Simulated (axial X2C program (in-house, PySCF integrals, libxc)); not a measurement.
**Density and ELF of CdB**

All values were computed with an in-house all-electron X2C program for linear molecules (integrals from PySCF). Spin-free means the one-electron spin-free X2C Hamiltonian. Basis: Cd dyall-v3z [12s12p8d3f2g], B dyall-v3z [7s6p2d1f] (cores contracted in-house); Gaussian nuclei, density fitting, unrestricted open shells. Masses: Cd 113.903 u, B 11.009 u.

PBE0, without spin–orbit coupling, state M_S = 1/2, Λ = 1 (beyond evenly filled blocks: π+α); Cd at z = 0, B at z = 2.415 Å.

The maps cover the half plane through the axis: z from -2.4 to 4.8 Å along the bond, ρ from 0.15 to 2.25 Å away from it.

log10 of the density in e/bohr³:

```
 ρ\z  -2.4  -1.8  -1.2  -0.6   0.0   0.6   1.2   1.8   2.4   3.0   3.6   4.2   4.8
0.15  -3.1  -2.4  -1.5  -0.1   1.8  -0.1  -1.3  -1.1   0.7  -1.1  -1.8  -2.6  -3.5
0.45  -3.2  -2.4  -1.6  -0.5   0.4  -0.5  -1.4  -1.2  -1.0  -1.2  -1.9  -2.7  -3.5
0.75  -3.2  -2.6  -1.8  -1.0  -0.4  -1.0  -1.6  -1.4  -1.2  -1.4  -2.1  -2.8  -3.6
1.05  -3.4  -2.7  -2.1  -1.5  -1.2  -1.5  -1.9  -1.7  -1.6  -1.8  -2.3  -3.0  -3.7
1.35  -3.5  -2.9  -2.4  -1.9  -1.7  -1.9  -2.2  -2.1  -2.0  -2.1  -2.6  -3.2  -3.9
1.65  -3.7  -3.2  -2.7  -2.3  -2.2  -2.3  -2.5  -2.5  -2.4  -2.5  -2.9  -3.5  -4.1
1.95  -4.0  -3.4  -3.0  -2.7  -2.6  -2.7  -2.8  -2.8  -2.8  -2.9  -3.2  -3.7  -4.3
2.25  -4.2  -3.7  -3.3  -3.1  -3.0  -3.0  -3.2  -3.2  -3.2  -3.3  -3.6  -4.0  -4.5
```

Electron localisation function (collinear form, no current term, damped to 0 at low density):

```
 ρ\z  -2.4  -1.8  -1.2  -0.6   0.0   0.6   1.2   1.8   2.4   3.0   3.6   4.2   4.8
0.15  0.39  0.38  0.22  0.69  0.73  0.68  0.28  0.56  1.00  0.55  0.88  0.56  0.04
0.45  0.35  0.40  0.23  0.52  0.73  0.50  0.28  0.77  0.07  0.88  0.88  0.52  0.04
0.75  0.28  0.44  0.26  0.30  0.52  0.29  0.29  0.78  0.89  0.94  0.85  0.43  0.02
1.05  0.17  0.47  0.31  0.24  0.27  0.23  0.27  0.68  0.91  0.92  0.79  0.30  0.01
1.35  0.07  0.45  0.38  0.29  0.26  0.26  0.22  0.50  0.83  0.85  0.66  0.16  0.01
1.65  0.02  0.31  0.44  0.36  0.32  0.28  0.15  0.29  0.66  0.71  0.43  0.06  0.00
1.95  0.01  0.12  0.39  0.40  0.35  0.26  0.09  0.13  0.39  0.43  0.18  0.02  0.00
2.25  0.00  0.02  0.18  0.31  0.30  0.16  0.05  0.05  0.15  0.15  0.04  0.00  0.00
```

Axial spin density in 10⁻³ e/bohr³:

```
 ρ\z  -2.4  -1.8  -1.2  -0.6   0.0   0.6  1.2  1.8   2.4   3.0  3.6  4.2  4.8
0.15  -0.2  -0.7  -2.3  -0.4  -1.4  -0.4  0.9  1.0  27.1   7.4  0.9  0.1  0.0
0.45  -0.1  -0.6  -1.8  -0.8  -0.2   0.1  1.8  7.5  35.8  10.9  1.2  0.1  0.0
0.75  -0.1  -0.5  -1.2  -1.1  -0.1   0.6  2.5  8.7  21.9   9.2  1.3  0.1  0.0
1.05  -0.1  -0.3  -0.7  -0.8   0.0   0.9  2.3  6.0  10.8   5.5  1.1  0.2  0.0
1.35  -0.1  -0.2  -0.4  -0.4   0.1   0.8  1.6  3.4   4.9   2.8  0.8  0.1  0.0
1.65   0.0  -0.1  -0.2  -0.2   0.1   0.5  1.0  1.7   2.2   1.4  0.5  0.1  0.0
1.95   0.0  -0.1  -0.1  -0.1   0.1   0.3  0.5  0.8   1.0   0.7  0.3  0.1  0.0
2.25   0.0   0.0   0.0   0.0   0.1   0.2  0.3  0.4   0.4   0.3  0.1  0.0  0.0
```

The state is one determinant whose occupation by symmetry is held fixed; it was picked as the lowest of a PBE0 search that is not exhaustive. Other states lie close and PBE0, whose exact exchange favours high spin, may order them wrongly; the determinant shown need not be the ground state. The nearest other spin-free determinant of the search, M_S = 1/2, Λ = 0, lies 0.47 eV up at the distance of the search. Without a current term, density functionals place determinants with orbital angular momentum somewhat too high. The bond is weak and the correlated curve of this state has no minimum in the scanned range, so this well may be an artefact of the functional.
